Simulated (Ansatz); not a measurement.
The cluster B3F3. Total charge 0; singlet. Geometry PBE0-D4/def2-SVP, basis def2-TZVP, Ansatz.

```xyz
6

B     0.1792   -0.5979   -0.8846
B    -0.6192   -0.4967    0.4550
B     0.1417    0.8544    0.6490
F     0.8857    1.8970    0.5546
F    -1.5333   -1.2290    1.1269
F     0.9459   -0.4279   -1.9008
```

| run | HOMO (eV) | LUMO (eV) |
| --- | --- | --- |
| A | -6.23 | -3.28 |
| B | -5.20 | -4.16 |
| C | -5.83 | -3.66 |
| D | -5.12 | -4.05 |
| E | -5.35 | -3.98 |

HSE06 is defined as in plane-wave codes, on full-range PBE exchange. The structure comes from a short search, and lower isomers may exist.

**Question.** The runs used HSE06, PBE, PBE0, r2SCAN, revPBE. Estimate which is which.

**Answer.** A PBE0 (25 % exact exchange); B PBE (0 % exact exchange); C HSE06 (range-separated); D revPBE (0 % exact exchange); E r2SCAN (0 % exact exchange). Exact exchange lowers occupied and raises empty levels; among semilocal functionals meta-GGAs tend to open the gap a little, and such runs are hard to tell apart. The gap grows from 1.04 eV (PBE) to 2.95 eV (PBE0). The restricted singlet is unstable towards broken spin symmetry in Hartree–Fock (as tested in another run); at PBE0-D4/def2-TZVP, PBE-D4/def2-TZVP, HSE06-D4/def2-TZVP, revPBE-D4/def2-TZVP and others this wasn't settled.
